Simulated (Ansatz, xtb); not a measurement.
ClGeH4Si+: where a starting geometry ends

The starting geometry of this gas-phase singlet has its atoms placed at random.

```xyz
7

Cl    0.3891    0.5856    0.6643
Ge   -0.5822   -0.6526   -1.7111
Si    1.3532   -1.1140    1.4026
H    -1.8087   -0.4851   -0.5300
H     0.3527    1.1181   -0.5278
H    -0.8074    0.5794    1.1498
H     1.0701   -1.4154   -1.1037
```

Guess where an optimisation with r2SCAN-D4/def2-SVP ends from this start.

It ends as a structure with Cl1 bridging Si3 and H6, H4 bridging Si3 and Ge2, H7 bridging Si3 and Ge2, given below by its coordinates. Distances that change by over a tenth: Cl1–Si3 (2.09 → 2.54 Å), Ge2–Si3 (3.70 → 2.72 Å). Contacts that open: Cl1–H5 (1.31 → 3.21 Å). Contacts that close: Ge2–H5 (2.33 → 1.59 Å), Ge2–H7 (1.92 → 1.83 Å), Si3–H4 (3.76 → 1.63 Å), Si3–H7 (2.54 → 1.63 Å).

The energy falls by 8.43 eV over 19 steps:

```csv
step,E − E(last) (eV)
1,8.426
3,5.390
5,2.673
7,1.793
9,1.390
11,0.436
13,0.073
15,0.029
17,0.001
19,0.000
```

Final geometry (Å):

```json
{"atom": "Cl", "x (Å)": "0.3051", "y (Å)": "0.6941", "z (Å)": "1.8364"}
{"atom": "Ge", "x (Å)": "-0.3389", "y (Å)": "-0.7135", "z (Å)": "-1.8476"}
{"atom": "Si", "x (Å)": "0.3679", "y (Å)": "-1.5430", "z (Å)": "0.6442"}
{"atom": "H", "x (Å)": "-0.9749", "y (Å)": "-1.2151", "z (Å)": "-0.2119"}
{"atom": "H", "x (Å)": "-0.4233", "y (Å)": "0.7743", "z (Å)": "-1.2863"}
{"atom": "H", "x (Å)": "-0.0262", "y (Å)": "1.5360", "z (Å)": "0.8979"}
{"atom": "H", "x (Å)": "1.0572", "y (Å)": "-0.9169", "z (Å)": "-0.6887"}
```

From the same start GFN2-xTB ends elsewhere, in pieces: ClGeH2Si + H2.

From so rough a start the end depends on the optimiser's path, so another program may land elsewhere. No frequencies were run, so the end isn't proven a minimum. Run with Ansatz 0.2.0, 33 s on 1 thread of Intel(R) Xeon(R) 6975P-C (Granite Rapids), on a shared host.
